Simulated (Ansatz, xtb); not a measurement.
FGaGeH2S: where a starting geometry ends

The starting geometry of this gas-phase singlet was built from a drawn formula by distance geometry; its bonds are those of `F[S]#[Ge][GaH2]`.

```csv
atom,x (Å),y (Å),z (Å)
F,3.1889,0.5053,3.9626
Ga,0.1621,-3.0706,0.7319
Ge,1.4610,-1.5415,2.0860
S,2.4011,-0.4563,3.1207
H,0.9328,-3.2882,-0.3944
H,-0.7703,-3.7172,1.7136
```

Task: Where would you expect an optimisation with r2SCAN-D4/def2-SVP to take it?

Result: It rearranges, giving a structure with H6 bridging Ga2 and Ge3, given below by its coordinates. Distances that change by over a tenth: Ga2–Ge3 (2.42 → 2.81 Å), Ga2–H5 (1.38 → 1.54 Å), Ga2–H6 (1.50 → 1.84 Å), Ge3–S4 (1.77 → 2.19 Å). Contacts that open: F1–S4 (1.50 → 3.33 Å). Contacts that close: F1–Ga2 (5.69 → 1.76 Å), Ga2–S4 (4.19 → 2.29 Å), Ge3–H6 (3.14 → 1.73 Å).

The energy falls by 8.93 eV over 49 steps:

```
step  E − E(last) (eV)
   1             8.927
   6             4.284
  12             3.580
  17             3.216
  22             2.617
  28             0.872
  33             0.815
  38             0.669
  44             0.041
  49             0.000
```

Final geometry (Å):

```csv
atom,x (Å),y (Å),z (Å)
F,0.0879,-0.2311,1.9970
Ga,1.0643,-1.5182,1.2924
Ge,1.7679,-3.2234,3.4102
S,3.0368,-1.7251,2.4353
H,0.9328,-1.9157,-0.1925
H,0.4859,-2.9548,2.2780
```

From the same start GFN2-xTB ends elsewhere, differing in Ga2–S4 (4.67 against 2.29 Å here), Ge3–H6 (3.52 against 1.73 Å here).

The end wasn't checked by frequencies. Run with Ansatz 0.2.0, 3.5 min on 2 threads of AMD EPYC 7R43 64-Core Processor (Zen 3), with other jobs on the host.
